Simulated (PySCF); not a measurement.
**NaIn⁺: one state, many levels of theory**

State: ²Σ⁺ (doublet), unpaired electrons σ ↑. Set-up: PySCF, scalar-relativistic core potentials, basis sets Na def2-SVPD, In def2-SVPD with ECP28. De refers to Na⁺ + In in their high-spin ground configurations, without counterpoise correction. The functionals are run spin-unrestricted. A positive dipole points towards In; it is taken about the centre of mass and depends on that origin.

| Level | Re (Å) | ωe (cm⁻¹) | De (eV) | μ (D) |
| --- | --- | --- | --- | --- |
| UHF | 3.641 | 96.7 | 0.90 | -9.34 |
| UHF-MP2 | 3.587 | 99.0 | 0.88 | n/a |
| UHF-SCS-MP2 | 3.597 | 98.4 | 0.88 | n/a |
| UHF-CCSD | 3.587 | 99.9 | 0.88 | n/a |
| UHF-CCSD(T) | 3.584 | 100 | 0.88 | n/a |
| PBE | 3.617 | 89.6 | 1.15 | -7.85 |
| revPBE | 3.668 | 87.8 | 1.12 | -8.05 |
| BLYP | 3.648 | 85.3 | 1.17 | -7.63 |
| r²SCAN | 3.581 | 96.1 | 0.99 | -8.68 |
| PBE0 | 3.569 | 95.6 | 1.07 | -8.26 |
| B97-3 | 3.582 | 98.2 | 0.96 | -8.73 |
| LC-ωPBE | 3.475 | 106 | 0.96 | -8.97 |

Which functional lies closest to UHF-CCSD(T) in De, which farthest, and by how much do they differ from it?

Closest is B97-3 (-0.2 pm in Re, -1.8 % in ωe, +0.08 eV in De against UHF-CCSD(T) in the same basis), farthest BLYP (+6.4 pm in Re, -14.7 % in ωe, +0.29 eV in De). CCSD(T) converges more slowly with the basis than the functionals do and binds too weakly in this one, so the order can change at the basis-set limit.

What does the step from GGA to meta-GGA do here, going from PBE to r²SCAN?

r²SCAN less PBE: -3.6 pm in Re, +7.3 % in ωe, -0.16 eV in De. 

What does second-order correlation do here, going from UHF to UHF-MP2?

UHF-MP2 less UHF: -5.4 pm in Re, +2.4 % in ωe, -0.02 eV in De. The bond shortens, as in weak, metallic or heavy-atom bonds, where dispersion and the correlation of outer-core electrons pull the atoms together.

Correlated steps freeze 5 core orbitals. Correlated levels converge slowly with the basis: in double zeta they bind strong bonds too weakly, by up to about 1 eV, and carry superposition errors of some tenths. Spin–orbit coupling is left out, which matters for elements this heavy, above all for dissociation energies. For an ion De counts to the pair picked by the measured ionisation energies or electron affinities, which need not be the lowest pair at this level. The state was picked by a PBE0 search and need not be the measured ground state.

The whole job (state search and all levels along the bond) took about 2.7 min on 1 thread of Arm Neoverse V1 (shared host), peak memory 0.59 GiB.
